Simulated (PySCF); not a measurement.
Gas-phase reaction: 5 SnHF₃ + 2 SnH₂ ⇌ 4 SnF₃ + 3 SnH₃F. Level: ωB97X-V/def2-TZVP†; standard pressure 1 bar.

Method: PySCF energies plus ideal-gas RRHO corrections (1 bar). † marks an energy on the PBE0/def2-TZVP geometry and frequencies. Open shells (unrestricted): SnF₃ (multiplicity 2); the rest are closed-shell singlets. Sn: scalar-relativistic def2 core potential, no spin-orbit coupling. SnHF₃, SnH₂, SnF₃, SnH₃F: computed as isolated molecules; such fragments, hydroxides, amides, oligomers or adducts are transient or little studied in the gas. The harmonic model lacks anharmonicity and excited electronic states, which grow with temperature; levels with a mode under 35 cm⁻¹ are left out.

```tsv
T (K)	1000/T (1/K)	log10 K
1200	0.8333	-6.26
1400	0.7143	-5.16
1600	0.6250	-4.33
1800	0.5556	-3.69
2000	0.5000	?
2500	0.4000	-2.26
```

### Question
Fit log10 K = a + b·(1000/T) to the five rows, get the mean ΔH° and ΔS°, and predict log10 K at 2000 K.

### Answer
Means: 1000/T = 0.6256, log10 K = -4.340. Sums of products about the means: Sxy = -0.98627, Sxx = 0.106803, so b = Sxy/Sxx = -9.23 and a = -4.340 − (-9.23)×0.6256 = 1.43.
ΔH° = −R ln 10 × 1000 K × b = −19.145 × (-9.23) = 177 kJ; ΔS° = R ln 10 × a = 27 J/K. The run's own values go from 178 kJ and 28 J/K at 1200 K to 176 kJ and 27 J/K at 2500 K.
Prediction at 2000 K: 1.43 + (-9.23)×0.5000 = -3.19. The computed value is -3.18, 0.01 from the line.
For scale, ΔH°(298 K) is 182 kJ at this level, 176 kJ at ωB97M-V/def2-TZVP†, and runs from 112 to 217 kJ over the 17 levels computed.
